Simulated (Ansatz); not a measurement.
Stepwise reaction of `C[SiH](C)[NH][AlH2]` with hydrogen, as a gas-phase model of exchange steps in deposition or etching. ΔE in kJ/mol.

Gas-phase electronic energies from Ansatz, PBE0-D4/def2-TZVP geometries. CCSD(T)/CBS is the MP2 limit (def2-TZVPP, def2-QZVPP) plus CCSD(T) − MP2 in def2-TZVPP, frozen cores. This one scheme is used for every species. Functionals use def2-TZVPP. B3LYP here is the variant with VWN-RPA as its local correlation; programs differ in this. Each species was taken in one conformer, which may not be the lowest.

```
step                                                reaction  PBE-D4  B3LYP-D4  ωB97M-V  CCSD(T)/CBS
   1  `C[SiH](C)[NH][AlH2]` + H₂ → `C[SiH2][NH][AlH2]` + CH₄   -20.0     -24.9    -21.7        -21.5
```

**Question.** Give the row of step 2, `C[SiH2][NH][AlH2]` + H₂ → `[AlH2][NH][SiH3]` + CH₄. (Estimate.)

**Answer.** The calculation gave: 
```csv
step,reaction,PBE-D4,B3LYP-D4,ωB97M-V,CCSD(T)/CBS
2,`C[SiH2][NH][AlH2]` + H₂ → `[AlH2][NH][SiH3]` + CH₄,-19.4,-24.9,-21.6,-21.4
```

**Question.** By hand: ΔE of the 2 steps together at CCSD(T)/CBS.

**Answer.** (-21.5) + (-21.4) = -42.9 kJ/mol, or -21.4 kJ/mol a step.

In ΔE the steps differ by no more than 0.1 kJ/mol. All are downhill at CCSD(T)/CBS. PBE-D4 differs from CCSD(T)/CBS by 1.5 to 2.0 kJ/mol a step. Isolated molecules leave out the surface, adducts and barriers. Largest T1 diagnostic: 0.011.
